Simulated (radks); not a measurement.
Values are calculated unless marked as measured or tabulated.
Removal energies from the dysprosium ion Dy6+, [Kr] 4d10 4f7 5s2 5p5, by Delta-SCF beside the eigenvalue of the level emptied. Level of theory: non-relativistic Kohn-Sham, PBE, spin-polarised, spherical densities, point nucleus (a radial shooting solver on a logarithmic mesh with Libxc functionals). Open shells are filled with parallel spins first.

removed from    final configuration  Delta-SCF (eV)  -eigenvalue (eV)
5p            [Kr] 4d10 4f7 5s2 5p4          105.69            98.230
4f            [Kr] 4d10 4f6 5s2 5p5          116.92            104.03
5s            [Kr] 4d10 4f7 5s1 5p5          126.66            118.68
4d             [Kr] 4d9 4f7 5s2 5p5          261.68            248.14
